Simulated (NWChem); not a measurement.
**Ionisation of Mg (+1)**

```
Mg
```
Charge +1, spin multiplicity 2.

All runs are NWChem calculations.

Basis set: def2-TZVP. −ε marks an orbital energy of the parent.

B3LYP has NWChem's definition, with VWN1-RPA local correlation. The stability of the SCF solutions was not checked. Open-shell Hartree-Fock references start from PBE0 orbitals.

Order these methods by the first vertical ionisation energy they give, lowest first: −ε(alpha HOMO) of PBE0, −ε(alpha HOMO) of PBE, −ε(alpha HOMO) of B3LYP, G0W0@HF, G0W0@PBE0, −ε(alpha HOMO) of CAM-B3LYP.

−ε(alpha HOMO) of PBE (11.93 eV), −ε(alpha HOMO) of B3LYP (12.63 eV), −ε(alpha HOMO) of PBE0 (12.72 eV), −ε(alpha HOMO) of CAM-B3LYP (13.94 eV), G0W0@HF (15.20 eV), G0W0@PBE0 (15.32 eV)
